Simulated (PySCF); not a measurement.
Cu(H) cation (CuH), SMILES [CuH] (connectivity only; charge and spin as stated), charge +1, multiplicity 2. Atoms are numbered in the order given.

```xyz
2

Cu     0.0000     0.0000    -0.0501
H      0.0000     0.0000     1.4536
```
Charge +1, spin multiplicity 2.

Geometry optimised at PBE0-D3(BJ)/def2-TZVPD. The multiplicity is an assumed one; other spin states were not compared.

All values below come from PBE0/def2-TZVPD (PySCF).

The molecule is in vacuum.

| Property | Value |
|---|---|
| total energy | -1640.49633 hartree |
| point group | C∞v |
| α spin, highest occupied and lowest empty level | -16.33 and -9.14 eV |
| β spin, highest occupied and lowest empty level | -17.54 and -12.08 eV |
| dipole moment about the centre of nuclear charge | 0.83 D |
| mean static polarisability | 13.9 bohr³ (2.06 Å³) |
| polarisability, principal values | 10.7, 10.7, 20.3 bohr³ |
| ⟨S²⟩ | 0.756 (pure state 0.75) |
